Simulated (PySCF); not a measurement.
**Polarisability and C₆ of In²⁺ (indium, charge +2)**

[Kr] 4d10 5s1, 2S determinant. All numbers are calculated (PySCF 2.14, the spin-free X2C one-electron Hamiltonian (Gaussian nucleus), in x2c-QZVPPall with one added diffuse shell each of s, p, d, f type (14s10p8d5f1g, 128 functions)). Coupled (time-dependent) response in atomic units; α is the mean over directions.

```json
{"method": "PBE0", "mean α (bohr³)": "13.99", "C₆ (like pair)": "66.88", "S(−4)": "131.3"}
```

S(−4) is the Cauchy moment in α(ω) = α(0) + S(−4) ω² + …

α(iu) at PBE0:

```json
{"u (hartree)": "0", "α(iu) (bohr³)": "13.99"}
{"u (hartree)": "0.0500", "α(iu) (bohr³)": "13.67"}
{"u (hartree)": "0.100", "α(iu) (bohr³)": "12.82"}
{"u (hartree)": "0.200", "α(iu) (bohr³)": "10.48"}
{"u (hartree)": "0.300", "α(iu) (bohr³)": "8.396"}
{"u (hartree)": "0.500", "α(iu) (bohr³)": "5.817"}
{"u (hartree)": "0.750", "α(iu) (bohr³)": "4.230"}
{"u (hartree)": "1.00", "α(iu) (bohr³)": "3.343"}
{"u (hartree)": "1.50", "α(iu) (bohr³)": "2.328"}
{"u (hartree)": "2.00", "α(iu) (bohr³)": "1.735"}
{"u (hartree)": "3.00", "α(iu) (bohr³)": "1.070"}
{"u (hartree)": "5.00", "α(iu) (bohr³)": "0.5176"}
```

A single London oscillator, α(iu) = α/(1 + u²/ω²), gives C₆ = (3/4) ω α². Matching the computed C₆ needs ω = 4 × 66.88 / (3 × 13.99²) = 0.456 hartree.

For an ion, C₆ is the dispersion term alone; charge-induced terms of lower order in 1/R come first.
